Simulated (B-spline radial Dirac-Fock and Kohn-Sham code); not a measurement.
# Muonic isotope shifts in samarium

Model: the Dirac equation of a negative muon with reduced mass in the field of a spherical finite nucleus, with the Uehling potential to all orders; nuclear polarisation, deformation, hyperfine structure, self-energy, higher-order vacuum polarisation, relativistic recoil and electron screening are left out. Program: an atomic code on a B-spline grid. Nuclear charge: Fermi distribution (skin thickness 2.3 fm); radii from Angeli and Marinova (2013). Reference ¹⁴⁶Sm, radius 4.9808 fm: 2p3/2 → 1s1/2 4512 keV, 3d5/2 → 2p3/2 1494 keV.

```tsv
A	radius (fm)	δ⟨r²⟩ (fm²)	shift 2p3/2 → 1s (keV)	shift 3d5/2 → 2p3/2 (keV)
138	4.9599	-0.208	+12.49	+0.48
139	4.9556	-0.250	+15.09	+0.60
140	4.9565	-0.241	+14.56	+0.59
141	4.9517	-0.289	+17.46	+0.72
142	4.9518	-0.288	+17.41	+0.73
143	4.9479	-0.327	+19.78	+0.83
144	4.9524	-0.282	+17.07	+0.73
145	4.9651	-0.156	+9.43	+0.40
147	4.9892	+0.084	-5.03	-0.21
148	5.0042	+0.234	-13.99	-0.60
149	5.0134	+0.326	-19.47	-0.84
150	5.0387	+0.580	-34.51	-1.50
151	5.055	+0.745	-44.15	-1.93
152	5.0819	+1.017	-60.01	-2.64
153	5.0925	+1.125	-66.23	-2.92
154	5.1053	+1.256	-73.73	-3.26
```

Values without a named source are computed, but for edge energies of neutral atoms, which are taken from tables.
